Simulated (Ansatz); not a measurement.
Reaction (isomerisation): `C[SiH](C)Br` → `[SiH3]CCBr`

Isolated molecules relaxed with PBE0-D4/def2-TZVP in Ansatz; ΔE leaves out vibrations. CCSD(T)/CBS adds triple-zeta CCSD(T) − MP2 to the extrapolated MP2 energy (def2 sets, frozen cores). DFT in def2-TZVPP. For Br outer-core shells are correlated without core-valence functions, which leaves a few kJ/mol of doubt a bond. Scalar relativity is left out up to krypton. One conformer a species, not always the lowest.

```
      species  LC-ωPBE energy (Eh)
`C[SiH](C)Br`          -2943.69928
 `[SiH3]CCBr`          -2943.61821
```

Q: Work out ΔE.

A: ΔE = (-2943.61821) − (-2943.69928) = 0.08107 Eh = +212.8 kJ/mol. CCSD(T)/CBS gives +209.0 kJ/mol.

Q: What do rigid-rotor, harmonic-oscillator terms from PBE0-D4/def2-TZVP frequencies (298.15 K, 1 bar) make of the CCSD(T)/CBS value? (Best estimate.)

A: Ansatz gave: ΔZPE = -6.7 kJ/mol, ΔH = +201.1 kJ/mol, ΔS = -5 J/(mol·K), ΔG = +202.4 kJ/mol.

Largest T1 diagnostic among the species: 0.009.

Leaving LDA and LC-ωPBE aside and taking each functional with its dispersion term where it has one, the values, not all of them listed here, spread over 19.5 kJ/mol, from BLYP-D4 to r2SCAN0-D4. From PBE to PBE0 (25 % exact exchange), in def2-TZVPP and without D4, ΔE moves by +6.8 kJ/mol.
